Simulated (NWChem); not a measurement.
System: SiH₂O₂, singlet; SMILES O[Si]O

NWChem input:

```
start job
memory heap 200 mb stack 900 mb global 1100 mb
geometry units angstroms noautosym nocenter noautoz
  Si     0.626107     0.020542     0.000000
  O     -0.411497     1.317374     0.000000
  H     -1.354995     1.103873     0.000000
  O     -0.518460    -1.209484     0.000000
  H     -0.167354    -2.106665     0.000000
end
basis spherical
  * library 6-31g*
end
dft
  xc xpbe96 cpbe96
  iterations 150
end
property
  efieldgrad
end
task dft property
```

Low-valent species are run as closed-shell singlets; no triplet was tried in these runs. All runs use the structure optimised with PBE0/def2-SVP.

Vzz is the largest principal value of the second derivative of the potential at the nucleus (NWChem prints the opposite sign); η is the asymmetry. Non-relativistic.

Atoms are numbered as in the input.

Task: Give the results of this calculation. (PBE/6-31G* (spherical d).) Quantities: Vzz O2 (a.u.); η O2; Vzz O4 (a.u.); η O4.

Result: 
* **Vzz O2 (a.u.)**: 1.224
* **η O2**: 0.01
* **Vzz O4 (a.u.)**: 1.235
* **η O4**: 0.07
